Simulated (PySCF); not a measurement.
Compound: C2H4FGeN.
SMILES: `C#[C][Ge@@H]([NH2])[F]`

Method: MP2 and CCSD/aug-cc-pVDZ in PySCF, restricted Hartree–Fock reference, 13 core orbitals frozen, non-relativistic, gas phase, PBE0-D3(BJ)/def2-SVP geometry.

E(HF) = -2307.31657 Eh.

(1) How large is the problem?

(2) What are the MP2 and CCSD correlation energies?

(3) What is the T1 diagnostic?

(4) How does correlation change the dipole moment?

Answers

(1) 164 basis functions and 64 electrons; 13 orbitals frozen, which leaves o = 19 correlated occupied and v = 132 virtual orbitals. That is o·v = 2508 singles and o·v(o·v + 1)/2 = 3146286 distinct closed-shell doubles amplitudes before symmetry; the costliest CCSD step grows as o²v⁴ = 1.1 × 10^11.

(2) MP2 -0.7726 Eh and CCSD -0.8012 Eh, which gives totals of -2308.08920 and -2308.11776 Eh. That is 0.574 eV for each correlated electron at CCSD (2104 kJ/mol in all, 0.035 % of the total energy); MP2 gives 96.4 % of the CCSD value.

(3) 0.0122, below the customary warning level of 0.02. It is the norm of the spatial-orbital singles amplitudes over the root of the number of correlated electrons, so the norm is 0.075.

(4) HF gives 1.91 D and CCSD (unrelaxed density) 1.80 D, a change of -0.11 D.

Connected triples and the basis-set limit are missing.

The values belong to the conformer `[CH:1]#[C:2][Ge@@H:3]([NH2:4])[F:5]`: H–N4–Ge3–C2 179°, H–N4–Ge3–C2 47°.
